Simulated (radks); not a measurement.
W34+, 40 electrons, occupied as [Kr] 4d4.

All-electron calculation, scalar-relativistic Kohn-Sham, SCAN, spin-polarised, spherical densities, finite nucleus; open shells are filled with parallel spins first (spin-orbit coupling, left out, can overturn this in heavy ions); meta-GGA in the generalised Kohn-Sham scheme; Fermi nuclear charge, rms radius 5.3658 fm. Program: a radial shooting solver on a logarithmic mesh with Libxc functionals.

Energy parts (hartree):
total: -15498.5960
kinetic: 17140.1235
electron-nucleus: -36167.7636
Hartree: 3798.4593
exchange-correlation: -269.4152

Orbitals (lengths in bohr, moments of r in powers of bohr):
orbital  occ.  eigenvalue (hartree)      <r^2>
1s up       1             -2606.951  0.0004632
1s down     1             -2606.941  0.0004632
2s up       1             -493.0922   0.007113
2s down     1             -492.9599   0.007112
2p up       3             -437.5061   0.005889
2p down     3             -437.3802   0.005889
3s up       1             -152.0864    0.04537
3s down     1             -152.0050    0.04532
3p up       3             -135.4907    0.04595
3p down     3             -135.3934    0.04587
3d up       5             -116.6913    0.03790
3d down     5             -116.5420    0.03786
4s up       1             -65.87995     0.1906
4s down     1             -65.32697     0.1911
4p up       3             -59.80501     0.2046
4p down     3             -59.26440     0.2052
4d up       4             -52.44006     0.2084

The highest occupied level is 4d up at -1427.0 eV. The electron density at the nucleus is 1.517e+06 e/bohr^3 (large components only). The density falls to 0.001 e/bohr^3 at r = 1.13 bohr. For comparison, the ionisation energy in NIST's Atomic Spectra Database is 1460 eV (semi-empirical). In exact Kohn-Sham theory the highest level is minus the ionisation energy, but local and semilocal functionals leave it too shallow, through self-interaction and a potential that decays too fast; potentials with the right tail come closer. The spin density at the nucleus is -3.78 e/bohr^3 (1s -5.94, 2s -15.90, 3s 1.52, 4s 16.53).

Empty levels of this run are not shown, since the potential may be unsettled where no density lies.
